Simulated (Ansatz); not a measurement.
Cost and result for the atomization energy of `O[SiH]1C[SiH2]O1` (11 atoms, 11 bonds).

Cartesian coordinates in Å:
```
O 0.0927 0.3201 -2.3530
Si -0.2341 -0.5003 -0.9797
C 0.9579 -0.3235 0.4728
Si -0.5596 0.3942 1.3177
O -1.4658 0.1775 -0.0775
H 0.2114 1.2699 -2.3042
H -0.5422 -1.8726 -1.4303
H 1.7952 0.3578 0.3180
H 1.3327 -1.2621 0.8831
H -1.1036 -0.3898 2.4545
H -0.4845 1.8287 1.6985
```

Charge 0, multiplicity 1. Geometry: relaxed with PBE0-D4/def2-TZVP. It is one conformer, not always the lowest. Program: Ansatz. All runs use 4 threads of an Arm Neoverse V2 on a shared host. Times are those of one run each, without the atoms' runs, and a repeat can differ threefold. Electronic energies, without spin–orbit coupling; frozen cores. CCSD(T)/CBS adds CCSD(T) − MP2 in def2-TZVPP to the MP2 limit, and its time is that of the two runs behind it. T1 = 0.012. B3LYP takes the VWN-RPA correlation (the form of Gaussian; ORCA's B3LYP/G).

CCSD(T)/CBS is a level of theory with its own doubt, some kJ/mol a heavy atom from the limit and from the frozen cores, so smaller differences don't rank the functionals.

| level | functions | wall time |
| --- | --- | --- |
| PBE-D4/def2-TZVPP (with forces) | 261 | 2.1 s |
| PBE0-D4/def2-TZVPP | 261 | 2.5 s |
| r2SCAN-D4/def2-TZVPP (with forces) | 261 | 3.9 s |
| B3LYP-D4/def2-TZVPP (with forces) | 261 | 4 s |
| B2PLYP/def2-TZVPP | 261 | 4.3 s |
| ωB97X-V/def2-TZVPP | 261 | 7 s |
| ωB97M-V/def2-TZVPP (with forces) | 261 | 9.5 s |
| MP2/def2-QZVPP | 491 | 18 s |
| CCSD(T)/def2-TZVPP | 261 | 120 s |
| CCSD(T)/CBS(def2) | – | 2.3 min |

(1) What atomization energy does each give, and how far from CCSD(T)/CBS? (An estimate is asked.)

Answers

(1) Computed: 
```tsv
level	atomization (kJ/mol)	difference from CCSD(T)/CBS	per bond
PBE-D4/def2-TZVPP (with forces)	4253.8	4.8	0.4
PBE0-D4/def2-TZVPP	4193.5	-55.5	-5.0
r2SCAN-D4/def2-TZVPP (with forces)	4239.5	-9.5	-0.9
B3LYP-D4/def2-TZVPP (with forces)	4205.7	-43.3	-3.9
B2PLYP/def2-TZVPP	4177.3	-71.7	-6.5
ωB97X-V/def2-TZVPP	4251.3	2.3	0.2
ωB97M-V/def2-TZVPP (with forces)	4247.4	-1.6	-0.1
MP2/def2-QZVPP	4284.8	35.8	3.3
CCSD(T)/def2-TZVPP	4124.6	-124.4	-11.3
CCSD(T)/CBS(def2)	4249.0	0.0	0.0
```

From PBE to PBE0 (25 % exact exchange), in def2-TZVPP and without D4, the atomization energy moves by −56.3 kJ/mol: exact exchange takes away binding that semilocal exchange gives to molecules. The D4 term adds +41.8 kJ/mol with B3LYP and +21.7 kJ/mol with PBE0; it sums over pairs of atoms, weighted by their polarisabilities, and B3LYP, whose exchange is more repulsive, gets the larger term. In def2-TZVPP, CCSD(T) changes the Hartree–Fock value by +1020.6 kJ/mol (the triples alone add +58.7 kJ/mol) and MP2 by +1105.7 kJ/mol; breaking electron pairs costs correlation energy, which Hartree–Fock lacks.
